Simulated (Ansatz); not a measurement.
C$_{3}$H$_{10}$BN, SMILES `CCBCN`, relaxed with RKS PBE-D4/def2-SVP in Ansatz from a rough embedded geometry. The force threshold is 0.03 eV/Å; the program also tests the step.

The species carries charge 0 and has multiplicity 1.

Start:

```xyz
15

C     0.899   -1.311    1.343
C     0.984   -1.128   -0.101
B     0.503    0.309   -0.518
C    -1.072    0.805   -0.399
N    -1.236    2.097   -0.903
H    -0.173   -1.235    1.761
H     1.489   -0.534    1.914
H     1.244   -2.302    1.660
H     0.366   -1.844   -0.607
H     2.046   -1.241   -0.428
H     1.275    1.065   -1.084
H    -1.700    0.073   -0.862
H    -1.250    0.776    0.795
H    -1.188    2.060   -1.918
H    -2.186    2.411   -0.655
```

```json
{"step": "1", "energy (eV)": "-5427.7560", "largest force (eV/Å)": "4.460", "largest move (Å)": "0.000"}
{"step": "2", "energy (eV)": "-5428.2713", "largest force (eV/Å)": "1.243", "largest move (Å)": "0.108"}
{"step": "3", "energy (eV)": "-5428.3453", "largest force (eV/Å)": "0.404", "largest move (Å)": "0.099"}
{"step": "4", "energy (eV)": "-5428.3617", "largest force (eV/Å)": "0.110", "largest move (Å)": "0.036"}
{"step": "5", "energy (eV)": "-5428.3632", "largest force (eV/Å)": "0.085", "largest move (Å)": "0.048"}
{"step": "6", "energy (eV)": "-5428.3644", "largest force (eV/Å)": "0.027", "largest move (Å)": "0.012"}
{"step": "7", "energy (eV)": "-5428.3649", "largest force (eV/Å)": "0.038", "largest move (Å)": "0.019"}
{"step": "8", "energy (eV)": "-5428.3673", "largest force (eV/Å)": "0.152", "largest move (Å)": "0.085"}
{"step": "9", "energy (eV)": "-5428.3744", "largest force (eV/Å)": "0.310", "largest move (Å)": "0.198"}
{"step": "10", "energy (eV)": "-5428.3797", "largest force (eV/Å)": "0.582", "largest move (Å)": "0.185"}
{"step": "11", "energy (eV)": "-5428.4036", "largest force (eV/Å)": "0.442", "largest move (Å)": "0.081"}
{"step": "12", "energy (eV)": "-5428.4137", "largest force (eV/Å)": "0.732", "largest move (Å)": "0.197"}
{"step": "13", "energy (eV)": "-5428.4479", "largest force (eV/Å)": "0.184", "largest move (Å)": "0.200"}
{"step": "14", "energy (eV)": "-5428.4545", "largest force (eV/Å)": "0.336", "largest move (Å)": "0.200"}
{"step": "15 (rejected)", "energy (eV)": "-5428.4328", "largest force (eV/Å)": "0.824", "largest move (Å)": "0.147"}
{"step": "16", "energy (eV)": "-5428.4817", "largest force (eV/Å)": "0.109", "largest move (Å)": "0.071"}
{"step": "17", "energy (eV)": "-5428.4856", "largest force (eV/Å)": "0.127", "largest move (Å)": "0.094"}
{"step": "18", "energy (eV)": "-5428.4875", "largest force (eV/Å)": "0.057", "largest move (Å)": "0.038"}
{"step": "19", "energy (eV)": "-5428.4884", "largest force (eV/Å)": "0.042", "largest move (Å)": "0.032"}
{"step": "20", "energy (eV)": "-5428.4884", "largest force (eV/Å)": "0.126", "largest move (Å)": "0.062"}
{"step": "21", "energy (eV)": "-5428.4893", "largest force (eV/Å)": "0.051", "largest move (Å)": "0.023"}
{"step": "22 (rejected)", "energy (eV)": "-5428.4889", "largest force (eV/Å)": "0.160", "largest move (Å)": "0.031"}
{"step": "23", "energy (eV)": "-5428.4897", "largest force (eV/Å)": "0.036", "largest move (Å)": "0.015"}
{"step": "24", "energy (eV)": "-5428.4898", "largest force (eV/Å)": "0.052", "largest move (Å)": "0.033"}
{"step": "25", "energy (eV)": "-5428.4901", "largest force (eV/Å)": "0.030", "largest move (Å)": "0.016"}
{"step": "26", "energy (eV)": "-5428.4903", "largest force (eV/Å)": "0.018", "largest move (Å)": "0.021"}
```

End:

```xyz
15

C     0.635   -1.424    1.319
C     1.110   -1.006   -0.076
B     0.375    0.169   -0.816
C    -0.819    0.961   -0.192
N    -1.209    2.212   -0.821
H    -0.421   -1.765    1.302
H     0.687   -0.582    2.039
H     1.238   -2.253    1.742
H     1.145   -1.879   -0.769
H     2.182   -0.687   -0.050
H     0.715    0.420   -1.967
H    -1.600    0.129   -0.216
H    -0.664    1.105    0.903
H    -1.212    2.110   -1.843
H    -2.161    2.490   -0.553
```

Run time 38 s (4 threads of an Arm Neoverse V1 on a shared host); peak host memory 0.16 GiB.
